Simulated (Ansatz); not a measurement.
C$_{4}$H$_{8}$Si (`C=C1[SiH2]C1C`), relaxed with RKS PBE0-D4/def2-TZVP in the Gaussian-basis code of Ansatz from a PBE-D4/def2-SVP geometry. The force threshold is 0.005 eV/Å; the program also tests the step.

Charge 0, multiplicity 1.

Start:

```xyz
13

C     0.018   -0.385   -2.032
C     0.230   -0.595   -0.725
Si    1.340   -0.917    0.714
C    -0.434   -0.221    0.578
C    -0.874    1.212    0.834
H     0.758   -0.687   -2.792
H    -0.912    0.089   -2.401
H     2.495    0.006    0.949
H     1.524   -2.298    1.263
H    -1.171   -0.980    0.918
H    -1.082    1.386    1.910
H    -0.092    1.932    0.517
H    -1.799    1.458    0.268
```

```json
{"step": "1", "energy (eV)": "-12147.3213", "largest force (eV/Å)": "0.558", "largest move (Å)": "0.000"}
{"step": "2", "energy (eV)": "-12147.3802", "largest force (eV/Å)": "0.331", "largest move (Å)": "0.033"}
{"step": "3", "energy (eV)": "-12147.3872", "largest force (eV/Å)": "0.089", "largest move (Å)": "0.028"}
{"step": "4 (rejected)", "energy (eV)": "-12147.3777", "largest force (eV/Å)": "0.338", "largest move (Å)": "0.074"}
{"step": "5", "energy (eV)": "-12147.3880", "largest force (eV/Å)": "0.070", "largest move (Å)": "0.020"}
{"step": "6", "energy (eV)": "-12147.3883", "largest force (eV/Å)": "0.052", "largest move (Å)": "0.031"}
{"step": "7", "energy (eV)": "-12147.3891", "largest force (eV/Å)": "0.016", "largest move (Å)": "0.018"}
{"step": "8", "energy (eV)": "-12147.3891", "largest force (eV/Å)": "0.017", "largest move (Å)": "0.004"}
{"step": "9", "energy (eV)": "-12147.3893", "largest force (eV/Å)": "0.022", "largest move (Å)": "0.013"}
{"step": "10 (rejected)", "energy (eV)": "-12147.3862", "largest force (eV/Å)": "0.281", "largest move (Å)": "0.019"}
{"step": "11", "energy (eV)": "-12147.3894", "largest force (eV/Å)": "0.016", "largest move (Å)": "0.009"}
{"step": "12", "energy (eV)": "-12147.3895", "largest force (eV/Å)": "0.032", "largest move (Å)": "0.023"}
{"step": "13", "energy (eV)": "-12147.3895", "largest force (eV/Å)": "0.024", "largest move (Å)": "0.005"}
{"step": "14", "energy (eV)": "-12147.3895", "largest force (eV/Å)": "0.010", "largest move (Å)": "0.005"}
{"step": "15", "energy (eV)": "-12147.3896", "largest force (eV/Å)": "0.002", "largest move (Å)": "0.004"}
```

End:

```xyz
13

C     0.000   -0.397   -2.009
C     0.255   -0.570   -0.725
Si    1.321   -0.892    0.713
C    -0.427   -0.225    0.576
C    -0.850    1.203    0.828
H     0.717   -0.678   -2.773
H    -0.939    0.032   -2.354
H     2.444    0.031    0.995
H     1.534   -2.270    1.210
H    -1.177   -0.964    0.869
H    -1.102    1.361    1.879
H    -0.050    1.900    0.564
H    -1.726    1.468    0.227
```

Hardware: 4 threads of an INTEL XEON PLATINUM 8581C on a shared host. Wall time 34 s, peak host memory 0.59 GiB.
